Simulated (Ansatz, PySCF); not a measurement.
Process, species as SMILES: C=C[CH2][Ge]([Cl])([Cl])[Cl] [trichloro(prop-2-enyl)germane] + 7 [H][H] (H2) → 3 C (CH4) + 3 Cl (HCl) + [GeH4] (GeH4)
Geometries: B3LYP-D3(BJ)/def2-TZVP minima from Ansatz (a program for electronic structure), one conformer each, not searched for the lowest.

Property: energy of full hydrogenation (0 K, with B3LYP-D3(BJ) harmonic zero-point energies from PySCF), in kcal/mol. Correlated levels leave the core frozen unless marked. No spin-orbit coupling. Frozen are the shells of the preceding noble gas and the d and f shells that filled before the atom's block. Non-relativistic. CBS marks a two-point X^-3 extrapolation of the correlation energy; Hartree-Fock from the larger set.

CCSD(T)/CBS(def2-TZVPP,def2-QZVPP) (Ansatz) gives -9.7 kcal/mol.

**Question.** Another calculation gave -17.1 kcal/mol. Which level was it?
A. B2GP-PLYP/def2-TZVPD (Ansatz)
B. CAM-B3LYP/def2-TZVPD (Ansatz)
C. PBE0/def2-TZVPD (Ansatz)
D. BLYP/def2-TZVPD (Ansatz)

**Answer.** D, BLYP/def2-TZVPD (Ansatz). The others give -12.5 (B2GP-PLYP), -27.4 (CAM-B3LYP), -23.6 (PBE0) kcal/mol.
